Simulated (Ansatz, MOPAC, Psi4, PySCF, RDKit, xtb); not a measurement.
Complex: boric acid (SMILES OB(O)O) (first 7 atoms) with NH3 (SMILES N); geometry from B3LYP-D3(BJ)/def2-TZVP, rigid monomers moved along the line of their centres of mass till H7···N8 is 2.65 Å.
(charge 0, multiplicity 1):
```xyz
11

O     -0.00238    -0.57182    -1.19767
B     -0.15521    -0.19618     0.11024
O     -1.36115     0.38326     0.47840
O      0.87794    -0.41176     0.96647
H     -0.78684    -0.37711    -1.71828
H     -1.39826     0.62139     1.40848
H      0.69824    -0.11936     1.88130
N      0.52176     0.56619     4.43711
H      0.42248     1.55949     4.61664
H     -0.19150     0.08328     4.97259
H      1.42080     0.28293     4.81348
```

```
level                              interaction energy (kcal/mol)  cost
---------------------------------  -----------------------------  ----
UFF                                                        -0.26     -
GFN-FF                                                     -6.35     -
AM1                                                        -3.05     -
PM3                                                        -2.27     -
PM6                                                        -4.75     -
PM7                                                        -7.26     -
GFN1-xTB                                                   -3.41     -
GFN2-xTB                                                   -4.08     -
HF/STO-3G (no counterpoise)                                -4.17     -
HF/3-21G (no counterpoise)                                 -9.76     -
HF/6-31G*                                                  -6.65     -
HF/6-31G* (no counterpoise)                                -7.28     -
HF/aug-cc-pVDZ                                             -5.45     -
PBE/def2-TZVPPD                                            -5.91    ×1
PBE-D3(BJ)/def2-TZVPPD                                     -6.39    ×1
PBE-D4/def2-TZVPPD                                         -6.41    ×1
BP86/6-31G* (no counterpoise)                              -7.51     -
r2SCAN/def2-TZVPPD                                         -5.92    ×1
r2SCAN-D3(BJ)/def2-TZVPPD                                  -6.16    ×1
r2SCAN-D4/def2-TZVPPD                                      -6.15    ×1
B3LYP/3-21G (no counterpoise)                             -10.83     -
B3LYP/6-31G*                                               -6.84     -
B3LYP/6-31G* (no counterpoise)                             -7.84     -
B3LYP/6-311+G** (no counterpoise)                          -6.56     -
B3LYP/def2-TZVPPD                                          -5.49    ×1
B3LYP-D3(BJ)/def2-TZVPPD                                   -6.17    ×1
B3LYP-D4/def2-TZVPPD                                       -6.18    ×1
PBE0/def2-TZVPPD                                           -5.85    ×1
PBE0-D3(BJ)/def2-TZVPPD                                    -6.31    ×1
PBE0-D4/def2-TZVPPD                                        -6.32    ×1
M06-2X/6-31G* (no counterpoise)                            -7.94     -
wB97X-V/def2-TZVPPD                                        -6.17    ×3
wB97M-V/def2-TZVPPD                                        -6.10    ×3
MP2/6-31G*                                                 -7.13     -
MP2/6-31G* (no counterpoise)                               -8.32     -
MP2/aug-cc-pVDZ                                            -5.95     -
SCS-MP2/aug-cc-pVDZ                                        -5.71     -
CCSD/aug-cc-pVDZ                                           -5.81     -
CCSD(T)/aug-cc-pVDZ                                        -5.92   ×20
SAPT0/jun-cc-pV(D+d)Z                                      -6.48     -
```

The rows run from -10.83 (B3LYP/3-21G (no counterpoise)) to -0.26 kcal/mol (UFF). In aug-cc-pVDZ the value moves HF -5.45, MP2 -5.95, CCSD -5.81, CCSD(T) -5.92, a shift of -0.47 from HF to CCSD(T). The dispersion term adds -0.47 in PBE-D3(BJ), -0.49 in PBE-D4, -0.24 in r2SCAN-D3(BJ). The 6 functionals in def2-TZVPPD without D3 or D4 span 0.68, from wB97X-V to B3LYP.

Counterpoise-corrected where a basis set is named; no monomer relaxation. Rows marked so take none. RDKit's UFF carries no charges.

Correlated levels freeze the cores. Rows in 3-21G, 6-311+G**, 6-31G*, STO-3G carry no dispersion term and start afresh at each structure (6-31G* with six Cartesian d functions). MP2/6-31G* freezes PySCF's default core. The state reached by AM1, PM3, PM6, PM7 isn't checked; PM7 holds dispersion and hydrogen-bond terms.

Run with Ansatz (Gaussian orbitals); MOPAC for AM1, PM3, PM6, PM7 (differences of heats of formation); Psi4 for SAPT; PySCF for 3-21G rows, 6-311+G** rows, 6-31G* rows, STO-3G rows, the dispersion terms; RDKit for the force fields; xtb for the GFN methods. 

Costs are rough ratios of core time to PBE/def2-TZVPPD (about 12 s over the structures, on one shared machine); a dash marks a level with no comparable run of its own.

Ansatz is a program for electronic structure.
